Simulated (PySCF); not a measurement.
Energy of La+ (lanthanum, charge +1) between two integer charges

The 5d alpha orbital of [Xe] 5d2 is emptied in steps (occupation f), with all orbitals relaxed, ending at [Xe] 5d1. Computed with PySCF 2.14 in x2c-TZVPall, with scalar relativity by spin-free X2C-1e. The exact energy is a straight line in f; departures are measured from the line between the end points of the same method.

Problem. Among PBE0, r2SCAN, LC-wPBE, which shows the largest delocalisation error (convex curve), and which is closest to linear?

Solution. Most convex: r2SCAN (-0.821 eV at f = 0.5); closest to linear: LC-wPBE (-0.024 eV).

```tsv
f	PBE0 (eV)	r2SCAN (eV)	LC-wPBE (eV)
1	0.000	0.000	0.000
0.75	-0.478	-0.618	-0.020
0.5	-0.638	-0.821	-0.024
0.25	-0.478	-0.611	-0.015
0	0.000	0.000	0.000
```

| method | E(f=0) − E(f=1) (eV) | −ε at f=1 (eV) | −ε at f=0.5 (eV) |
| --- | --- | --- | --- |
| PBE0 | 11.320 | 8.780 | 11.319 |
| r2SCAN | 11.340 | 8.049 | 11.359 |
| LC-wPBE | 11.148 | 11.033 | 11.162 |

Reference removal energy between the ground levels: 11.185 eV (measured; NIST Atomic Spectra Database, ionization energies). The calculation has no spin-orbit coupling.
